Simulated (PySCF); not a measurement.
CuF₂, SMILES [F][Cu-][F], charge -1, multiplicity 1.

The structure is a stationary point at B3LYP-D3(BJ)/def2-TZVPD. The multiplicity is an assumed one; other spin states were not compared.

Calculation: B3LYP-D3(BJ)/def2-TZVPD (PySCF).

Frequencies are harmonic and unscaled.

Modes within 1.5 cm⁻¹ of each other (mostly degenerate sets) share a row, with their intensities summed.

Computed harmonic wavenumbers and intensities:
```csv
mode,ν (cm⁻¹),IR (km/mol),moving atoms (share of kinetic energy)
1–2,171,28.4,"F 63 %, Cu 37 %"
3,465,0.0,F 100 %
4,580,137.2,"F 63 %, Cu 37 %"
```
